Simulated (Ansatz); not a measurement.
HO$_{3}$S, charge +1, singlet, at a GFN2-xTB geometry. Base run: PBE/cc-pVDZ (Ansatz, a program for electronic structure).

Input for Ansatz:
Ansatz 0.2 input:
```yaml
crystal:
  periodic: [false, false, false]
  atoms:
    - {symbol: O, position_ang: [-0.61319824, 1.18992875, -0.52105989]}
    - {symbol: S, position_ang: [-0.12090200, -0.00478382, -0.00062349]}
    - {symbol: O, position_ang: [-0.79725414, -1.12276981, 0.46133612]}
    - {symbol: O, position_ang: [1.39317081, -0.12325721, 0.08327097]}
    - {symbol: H, position_ang: [2.07268455, 0.52532719, -0.17840183]}
basis:
  gaussian:
    orbitals: cc-pVDZ
hamiltonian:
  xc: pbe
total_charge: 1
```

The base run was repeated with changes; each row names its change, and settings that it needs were set with it.

```json
[
 {"change": "base", "ΔE vs base (mEh)": "0.000"},
 {"change": "forces = on", "ΔE vs base (mEh)": "0.000"},
 {"change": "final_grid = 4, 8, 17", "ΔE vs base (mEh)": "?"},
 {"change": "nuclear_model = gaussian", "ΔE vs base (mEh)": "?"},
 {"change": "lower_state_search = off", "ΔE vs base (mEh)": "0.000"},
 {"change": "point_charge = charge:1.0 position_ang:4.7686, -1.7071, 0.5038", "ΔE vs base (mEh)": "113.6"},
 {"change": "lower_state_search = full", "ΔE vs base (mEh)": "0.000"},
 {"change": "final_grid = 6, 12, 29", "ΔE vs base (mEh)": "-0.020"},
 {"change": "final_grid = 10, 20, 41", "ΔE vs base (mEh)": "0.000"},
 {"change": "point_charge = charge:-1.0 position_ang:1.5151, -0.1889, 4.592", "ΔE vs base (mEh)": "-109.5"},
 {"change": "point_charge = charge:0.5 position_ang:4.8309, 0.4273, -1.7235", "ΔE vs base (mEh)": "62.505"}
]
```

Question: What belongs in the gaps?

Answer: 
- final_grid = 4, 8, 17, ΔE vs base (mEh): -0.393
- nuclear_model = gaussian, ΔE vs base (mEh): 0.361
